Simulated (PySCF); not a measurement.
# Cost of excited-state runs on `C[C@@H]1[C@H](O)C[Si@]1(C)F`, C5H11FOSi

Bonds (- single, = double, # triple, : aromatic): C1-C2, C2-C3, C3-O4, C3-C5, C5-Si6, Si6-C7, Si6-F8, Si6-C2. C1 carries H9, H10, H11; C2 carries H12; C3 carries H13; O4 carries H14; C5 carries H15, H16; C7 carries H17, H18, H19. Stereochemistry as in C[C@@H]1[C@H](O)C[Si@]1(C)F. H16 is cis to C1 on the ring; H15 is trans to C1 on the ring.

PySCF with density fitting, on 1 thread of an Arm Neoverse V2, shared host. Command: `OMP_NUM_THREADS=1 python excited_run.py task.json out`

**Question.** How long does this run take, and how much memory?
- circular dichroism and optical rotation, PBE0/def2-SVPD; 16 states

**Answer.** 
| run | level | basis functions | wall time | peak memory (GiB) |
| --- | --- | --- | --- | --- |
| circular dichroism and optical rotation | PBE0/def2-SVPD | 258 | 100 s | 1.1 |

Times from a shared host are rough.
